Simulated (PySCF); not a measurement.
## 19F chemical shifts

- structure optimised with GFN2-xTB
- NMR shieldings at PBE0/pcSseg-1/GIAO
- code: PySCF 2.14
- a single conformation, equivalent nuclei averaged, relativity neglected, in vacuum

Shieldings were converted by a linear fit to measured shifts: 19F (scatter 6.0 ppm rms, 7.0 ppm with the 5 outliers that the fit left out vs CFCl3, solution or neat liquid, with a term for F on sp3 carbon). Occasional misses reach two or three times the rms, and more in compound classes unlike the fitted ones.

Problem. Give the 19F shifts of `C[C@@](F)([SiH3])C(=S)CF`, `F/C=C(\F)[SiH3]`, `FCc1ccc(Cl)cc1`, `Cc1nn([SiH3])c(C)c1F`, `CCc1c(F)cnn1[SiH3]`.

Solution. 
| compound | environment | δ (ppm) |
| --- | --- | --- |
| [CH3:1][C@@:2]([F:3])([SiH3:4])[C:5](=[S:6])[CH2:7][F:8] | F3: fluorine on an sp3 carbon | -158.3 |
| [CH3:1][C@@:2]([F:3])([SiH3:4])[C:5](=[S:6])[CH2:7][F:8] | F8: fluorine on an sp3 carbon | -185.2 |
| [F:1]/[CH:2]=[C:3](\[F:4])[SiH3:5] | F1: vinylic fluorine | -129.6 |
| [F:1]/[CH:2]=[C:3](\[F:4])[SiH3:5] | F4: vinylic fluorine | -148.9 |
| FCc1ccc(Cl)cc1 | fluorine on an sp3 carbon | -233.2 |
| Cc1nn([SiH3])c(C)c1F | aryl fluorine | -182.4 |
| CCc1c(F)cnn1[SiH3] | aryl fluorine | -181.7 |
